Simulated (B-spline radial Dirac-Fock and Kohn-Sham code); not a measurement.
**Elastic and transport cross sections of calcium for electrons**

Level of theory: relativistic (Dirac) partial waves in the static field of the Dirac-Fock atom with Furness-McCarthy exchange, without polarisation or absorption potentials; a radial atomic solver. Below a few hundred eV the neglected polarisation potential matters, most of all at small angles. σ_tr1 and σ_tr2 weight the cross section with 1 − P₁ and 1 − P₂ of cos θ; "backward" is the share scattered beyond 90°.

```
energy (eV)  σ (a₀²)  σ_tr1 (a₀²)  σ_tr2 (a₀²)  σ/σ_tr1  backward (%)
         50     38.1         17.0         20.7     2.24            23
       51.1     37.9         16.8         20.4     2.26            23
       55.2     37.3         16.2         19.1     2.31            22
       59.4     36.6         15.6         17.8     2.35            22
       64.7     35.7         14.8         16.4     2.40            21
       70.1     34.8         14.2         15.1     2.45            20
       74.2     34.1         13.7         14.3     2.49            20
       76.9     33.6         13.4         13.7     2.51            19
       77.8     33.4         13.3         13.5     2.52            19
       86.6        ?            ?            ?        ?             ?
        100     30.0         11.1         10.3     2.70            17
        101     29.8         11.0         10.2     2.71            17
        108     28.9         10.5         9.43     2.76            16
```

**Question.** Fill in the row for 86.6 eV.

**Answer.** σ = 32.0 a₀², σ_tr1 = 12.3 a₀², σ_tr2 = 12.0 a₀², σ/σ_tr1 = 2.59, backward 18 %. The ratio σ/σ_tr1 is roughly the number of elastic collisions that randomise the direction.

Values without a named source are computed, but for edge energies of neutral atoms, which are taken from tables.
